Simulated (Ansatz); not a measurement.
CH7OSbSi (`[OH][SbH][CH2][SiH3]`), relaxed with RKS PBE0-D4/def2-TZVP in the Gaussian-basis code of Ansatz from a PBE-D4/def2-SVP geometry. The force threshold is 0.005 eV/Å; the program also tests the step.

Charge 0, multiplicity 1. Sb: def2 effective core potential.

Start:

```xyz
11

O    -0.708    0.949    1.756
Sb    1.136    1.365    0.979
C     0.884    0.027   -0.751
Si   -0.806   -0.834   -0.748
H    -1.263    1.742    1.622
H     1.868    0.115    1.939
H     0.993    0.629   -1.678
H     1.695   -0.730   -0.738
H    -0.993   -1.713    0.453
H    -1.928    0.162   -0.858
H    -0.877   -1.711   -1.976
```

Task: By how much does the energy fall, and how many steps does the optimiser take? (Estimate.)

Result: Computed: 0.09 eV, in 15 steps, 3 of them rejected.

Task: Which bonds change most? (Best estimate.)

Result: Computed: O1–Sb2 from 2.043 to 1.979 Å; Sb2–C3 from 2.201 to 2.153 Å; Sb2–H6 from 1.738 to 1.714 Å; C3–Si4 from 1.897 to 1.875 Å.

Task: Give the relaxed structure. (An estimate is asked.)

Result: Computed: 
```xyz
11

O    -0.721    1.100    1.647
Sb    1.148    1.253    1.015
C     0.843    0.071   -0.760
Si   -0.767   -0.889   -0.762
H    -1.115    1.968    1.763
H     1.650   -0.109    1.927
H     0.884    0.735   -1.627
H     1.684   -0.624   -0.834
H    -0.901   -1.711    0.467
H    -1.934    0.016   -0.900
H    -0.770   -1.810   -1.936
```
